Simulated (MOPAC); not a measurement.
MOPAC input (PM7):

```
PM7 FORCE THERMO(298,298) PRECISE LET CHARGE=1 GEO-OK AUX(PRECISION=9) THREADS=1
HF2Se

Se    0.19344751 1   -0.11275322 1    0.32737323 1
F     0.31231598 1    1.24977278 1   -0.67154932 1
F    -0.94616519 1   -0.88150788 1   -0.66192759 1
H    -0.79737907 1    0.47659011 1    1.27450484 1
```

Output:

```
 *******************************************************************************
 **                                                                           **
 **                              MOPAC v23.2.5                                **
 **                                                                           **
 *******************************************************************************
 ** MOPAC's Digital Object Identifier: https://doi.org/10.5281/zenodo.6511958 **
 **                                                                           **
 ** Please cite the open-source release paper for use of this MOPAC version:  **
 ** J. E. Moussa and J. J. P. Stewart (2026)                                  **
 ** MOPAC: An open-source semiempirical molecular orbital program             **
 ** J. Open Source Softw., 11(119), 8025, https://doi.org/10.21105/joss.08025 **
 *******************************************************************************

                              PM7 CALCULATION RESULTS

 *******************************************************************************
 *  PM7        - The PM7 Hamiltonian to be used
 *  GEO-OK     - OVERRIDE INTERATOMIC DISTANCE AND OTHER SAFETY CHECKS
 *
 *
 *
 *                 CHARGE ON SYSTEM = +1
 *
 *
 *
 *  LET        - OVERRIDE SOME SAFETY CHECKS
 *  PRECISE    - TIGHTER CRITERIA TO BE USED
 *  FORCE      - FORCE CALCULATION SPECIFIED
 *  AUX        - OUTPUT AUXILIARY INFORMATION
 *  THERMO     - THERMODYNAMIC QUANTITIES TO BE CALCULATED
 *******************************************************************************
PM7 FORCE THERMO(298,298) PRECISE LET CHARGE=1 GEO-OK AUX(PRECISION=9) THREADS=1
 HF2Se

   ATOM   CHEMICAL          X               Y               Z
  NUMBER   SYMBOL      (ANGSTROMS)     (ANGSTROMS)     (ANGSTROMS)

     1      Se          0.19344751  *  -0.11275322  *   0.32737323  *
     2       F          0.31231598  *   1.24977278  *  -0.67154932  *
     3       F         -0.94616519  *  -0.88150788  *  -0.66192759  *
     4       H         -0.79737907  *   0.47659011  *   1.27450484  *

          CARTESIAN COORDINATES

    NO.       ATOM           X           Y           Z

     1        Se          0.1934     -0.1128      0.3274
     2         F          0.3123      1.2498     -0.6715
     3         F         -0.9462     -0.8815     -0.6619
     4         H         -0.7974      0.4766      1.2745

 General Reference for PM7:
 "Optimization of Parameters for Semiempirical Methods VI: More Modifications to the
 NDDO Approximations and Re-optimization of Parameters", J. J. P. Stewart, J. Mol. Mod., 1:32, 19 (2013)
 https://link.springer.com/article/10.1007/s00894-012-1667-x

           Empirical Formula: H Se F2  =     4 atoms

      MOLECULAR POINT GROUP   :   Cs

      RHF CALCULATION, NO. OF DOUBLY OCCUPIED LEVELS = 10

          HEAT OF FORMATION =      67.775985 KCALS/MOLE

          CARTESIAN COORDINATE DERIVATIVES

   NUMBER  ATOM         X            Y            Z

     1      Se     -0.009453    -0.004186    -0.003463
     2       F      0.000381     0.002818     0.004904
     3       F      0.002866    -0.005222     0.004867
     4       H      0.006207     0.006589    -0.006308

 DIPOLE           X         Y         Z       TOTAL
 POINT-CHG.    -2.842    -3.041     0.461     4.188
 HYBRID         0.586     0.627     0.879     1.228
 SUM           -2.256    -2.415     1.340     3.566

          GRADIENT NORM =   0.01822

          MOLECULAR WEIGHT =  117.96

          ROTATIONAL CONSTANTS IN CM(-1)

          A =    0.45772527   B =    0.27936007   C =    0.18151099

           PRINCIPAL MOMENTS OF INERTIA IN UNITS OF 10**(-40)*GRAM-CM**2

          A =       61.1562   B =      100.2031   C =      154.2207

          ORIENTATION OF MOLECULE IN FORCE CALCULATION

    NO.       ATOM         X         Y         Z

     1         Se      -0.2529   -0.2707   -0.0126
     2          F       1.4407   -0.2707   -0.0126
     3          F      -0.3679    1.4190   -0.0126
     4          H      -0.4070   -0.4356    1.4623

    FIRST DERIVATIVES WILL BE USED IN THE CALCULATION OF SECOND DERIVATIVES

    FOR POINT-GROUP Cs   THERE ARE   2 UNIQUE SYMMETRY FUNCTIONS.


(To convert to Hartree/Bohr^2, multiply by (10^(-21) x N x a0^2)/(4.184 x 627.51) =  0.0642)

           FORCE MATRIX IN MILLIDYNES/ANGSTROM

                 Se  1       F  2       F  3       H  4
 ------------------------------------------------------
    Se    1   6.775549
     F    2   3.725808   3.907204
     F    3   3.725794   0.242057   3.907204
     H    4   2.792379   0.367970   0.367970   2.945677

          HEAT OF FORMATION =      67.775985 KCALS/MOLE

          ZERO POINT ENERGY       7.650 KCAL/MOL

           NORMAL COORDINATE ANALYSIS (Total motion = 1 Angstrom)

   Root No.       1         2         3         4         5         6

                 1 A'      1 A"      2 A'      3 A'      2 A"      4 A'

                 217.8     649.7     652.2     797.8     810.7    2223.1

           1   -0.0734   -0.0892   -0.0771   -0.0035   -0.0044    0.0011
           2   -0.0786    0.0834   -0.0826   -0.0038    0.0041    0.0012
           3    0.0020   -0.0000   -0.0039   -0.0170   -0.0000   -0.0117
           4   -0.0738    0.3394    0.3350   -0.0202   -0.0194    0.0023
           5    0.3792   -0.0007    0.0005    0.0011   -0.0033    0.0001
           6   -0.0041    0.0063    0.0074    0.0311    0.0292   -0.0013
           7    0.3833    0.0237   -0.0222    0.0024    0.0019   -0.0000
           8   -0.0479   -0.3386    0.3343   -0.0201    0.0196    0.0023
           9   -0.0041   -0.0063    0.0074    0.0311   -0.0292   -0.0013
          10   -0.0818    0.1454    0.1471    0.6101    0.6748   -0.1274
          11   -0.0875   -0.1358    0.1574    0.6530   -0.6305   -0.1364
          12   -0.0031   -0.0000    0.0228    0.1608   -0.0000    0.9650

           MASS-WEIGHTED COORDINATE ANALYSIS (NORMAL COORDINATES)

   Root No.       1         2         3         4         5         6

                 1 A'      1 A"      2 A'      3 A'      2 A"      4 A'

                 217.8     649.7     652.2     797.8     810.7    2223.1

           1   -0.2540   -0.3352   -0.2971   -0.0327   -0.0411    0.0097
           2   -0.2719    0.3132   -0.3180   -0.0350    0.0384    0.0103
           3    0.0069   -0.0000   -0.0149   -0.1586   -0.0000   -0.1046
           4   -0.1252    0.6254    0.6329   -0.0925   -0.0888    0.0101
           5    0.6434   -0.0013    0.0010    0.0049   -0.0149    0.0006
           6   -0.0069    0.0116    0.0140    0.1421    0.1334   -0.0058
           7    0.6504    0.0437   -0.0419    0.0112    0.0089   -0.0001
           8   -0.0813   -0.6238    0.6315   -0.0920    0.0896    0.0101
           9   -0.0069   -0.0116    0.0140    0.1421   -0.1334   -0.0058
          10   -0.0320    0.0617    0.0640    0.6427    0.7104   -0.1289
          11   -0.0342   -0.0577    0.0685    0.6879   -0.6637   -0.1380
          12   -0.0012   -0.0000    0.0099    0.1694   -0.0000    0.9762

          DESCRIPTION OF VIBRATIONS

 VIBRATION          1    1A'         ATOM PAIR     ENERGY CONTRIBUTION    RADIAL
 FREQUENCY           217.79         Se1 -- F 3         +39.2% ( 67.7%)      1.9%
 TRANSITION DIPOLE   1.3678         Se1 -- F 2         +39.2% ( 67.7%)      1.9%
 TRAVEL (Ang.)       0.1905         Se1 -- H 4         +21.6% ( 50.2%)      3.1%
 REDUCED MASS        8.5287
 EFFECTIVE MASS     30.7558
 FORCE CONSTANT      0.2383

 VIBRATION          2    1A"         ATOM PAIR     ENERGY CONTRIBUTION    RADIAL
 FREQUENCY           649.65         Se1 -- F 3         +47.1% ( 72.6%)     90.3%
 TRANSITION DIPOLE   1.5450         Se1 -- F 2         +47.1% ( 72.6%)     90.3%
 TRAVEL (Ang.)       0.1056         Se1 -- H 4          +5.8% ( 25.6%)      0.0%
 REDUCED MASS        9.3117
 EFFECTIVE MASS     27.9968
 FORCE CONSTANT      2.3155

 VIBRATION          3    2A'         ATOM PAIR     ENERGY CONTRIBUTION    RADIAL
 FREQUENCY           652.17         Se1 -- F 3         +47.1% ( 71.5%)     89.4%
 TRANSITION DIPOLE   0.8805         Se1 -- F 2         +47.1% ( 71.5%)     89.4%
 TRAVEL (Ang.)       0.1075         Se1 -- H 4          +5.8% ( 25.1%)      1.1%
 REDUCED MASS        8.9412
 EFFECTIVE MASS     27.0290
 FORCE CONSTANT      2.2406

 VIBRATION          4    3A'         ATOM PAIR     ENERGY CONTRIBUTION    RADIAL
 FREQUENCY           797.79         Se1 -- H 4         +98.2% ( 94.7%)      2.8%
 TRANSITION DIPOLE   0.2189         Se1 -- F 3          +0.9% (  9.2%)      3.7%
 TRAVEL (Ang.)       0.3007         Se1 -- F 2          +0.9% (  9.2%)      3.7%
 REDUCED MASS        0.9347
 EFFECTIVE MASS      2.1274
 FORCE CONSTANT      0.3505

 VIBRATION          5    2A"         ATOM PAIR     ENERGY CONTRIBUTION    RADIAL
 FREQUENCY           810.71         Se1 -- H 4         +99.1% ( 95.2%)      0.0%
 TRANSITION DIPOLE   0.0903         Se1 -- F 2          +0.4% (  6.3%)      9.9%
 TRAVEL (Ang.)       0.2996         Se1 -- F 3          +0.4% (  6.3%)      9.9%
 REDUCED MASS        0.9264
 EFFECTIVE MASS      1.4627
 FORCE CONSTANT      0.3588

 VIBRATION          6    4A'         ATOM PAIR     ENERGY CONTRIBUTION    RADIAL
 FREQUENCY          2223.09         Se1 -- H 4        +100.0% (100.0%)     99.9%
 TRANSITION DIPOLE   0.4463
 TRAVEL (Ang.)       0.1746
 REDUCED MASS        0.9948
 EFFECTIVE MASS      1.1956
 FORCE CONSTANT      2.8968

      SYMMETRY NUMBER FOR POINT-GROUP Cs  =  1

          SYSTEM IS A GROUND STATE

 HF2Se

          MOLECULE IS NOT LINEAR

          THERE ARE  6 GENUINE VIBRATIONS IN THIS SYSTEM
          THIS THERMODYNAMICS CALCULATION IS LIMITED TO
          MOLECULES WHICH HAVE NO INTERNAL ROTATIONS

                    CALCULATED THERMODYNAMIC PROPERTIES
                                          *
   TEMP. (K)   PARTITION FUNCTION   H.O.F.    ENTHALPY  HEAT CAPACITY ENTROPY
                                   KCAL/MOL   CAL/MOLE    CAL/K/MOL  CAL/K/MOL

 298.00  VIB.     0.1750D+01                   599.1947     4.9559     3.1231
         ROT.     0.3468D+05                   888.2803     2.9808    23.7549
         INT.     0.6070D+05                  1487.4750     7.9367    26.8780
         TRA.     0.1239D+28                  1480.4672     4.9680    40.2082
         TOT.                       67.776    2967.9421    12.9047    67.0862

   *: NOTE: HEATS OF FORMATION ARE RELATIVE TO THE
            ELEMENTS IN THEIR STANDARD STATE AT 298K
              (=  Standard Enthalpy of Formation).

            Hvib:  Zero-point energy is not included.
                   frequencies of less than zero cm-1 are not included.
            Hrot = (3/2)RT
            Htra = (3/2)RT + pV = (5/2)RT

            Heat capacity is Cp, not Cv

          For more information, see: HTTP://OpenMOPAC.net/Manual/thermochemistry.html

           FORCE CONSTANT IN CARTESIAN COORDINATES (Millidynes/A)

    ATOM   CHEMICAL       X               Y               Z
   NUMBER   SYMBOL  FORCE CONSTANT  FORCE CONSTANT  FORCE CONSTANT

      1      Se        4.200700        4.196438        3.263692
      2       F        3.887444        0.222668        0.278082
      3       F        0.244530        3.865582        0.278082
      4       H        0.403830        0.408670        2.807540

 **********************
 *                    *
 * JOB ENDED NORMALLY *
 *                    *
 **********************

 == MOPAC DONE ==
```

The dipole moment of an ion depends on the origin.
